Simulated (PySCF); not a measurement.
PySCF input:

```python
from pyscf import gto, scf, dft

mol = gto.M(
    atom='''
    Be    0.00000000    0.00000000    0.00000000
    F     0.00000000    0.00000000    1.43900728
    F    -0.00000000   -0.00000000   -1.43900728
    ''',
    basis='def2-tzvpd',
    charge=1,
    spin=1,
    symmetry='D2h',
    verbose=4,
)

mf = dft.UKS(mol, xc='pw6b95').density_fit(auxbasis='def2-universal-jkfit')
mf.grids.level = 3
mf.conv_tol = 1e-9
mf.max_cycle = 100
mf.max_memory = 1500
mf.kernel()
if not mf.converged:
    mf = mf.newton()
    mf.kernel(mf.make_rdm1())
mf.analyze()
```

Problem. Which total energy does the run end on?

Solution. -214.37720 Eh (PW6B95/def2-TZVPD).
